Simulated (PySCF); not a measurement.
F2H3NOSi.

```xyz
8

N      1.6887     0.0433     0.0090
Si     0.0064     0.0080     0.0055
O     -0.5601     1.5415    -0.0914
F     -0.4782    -0.7763     1.3278
F     -0.6863    -0.8273    -1.1972
H      2.2259     0.7153    -0.5243
H      2.2555    -0.6806     0.4326
H     -1.4307     1.6514    -0.4912
```
Charge 0, spin multiplicity 1.

Geometry optimised at r2SCAN-D4/def2-SVP. One conformer was computed; it need not be the lowest.

Method: PBE0/pcSseg-1 run with PySCF. Non-relativistic, no solvent.

Task: Give the absolute GIAO shielding of each atom: isotropic value and principal components (ppm). (Estimate from the structure and the level; the computed values follow.)

Result: 
```csv
atom,σ(iso),σ11,σ22,σ33,span
N1,249.0,217.2,251.3,278.5,61.3
Si2,418.0,392.7,402.7,458.5,65.8
O3,288.1,264.0,271.5,328.7,64.6
F4,329.0,287.3,292.9,406.8,119.5
F5,317.4,271.9,285.4,394.7,122.8
H6,30.2,23.0,26.0,41.7,18.7
H7,30.3,23.1,25.8,42.0,18.9
H8,29.2,21.2,23.5,42.9,21.7
```
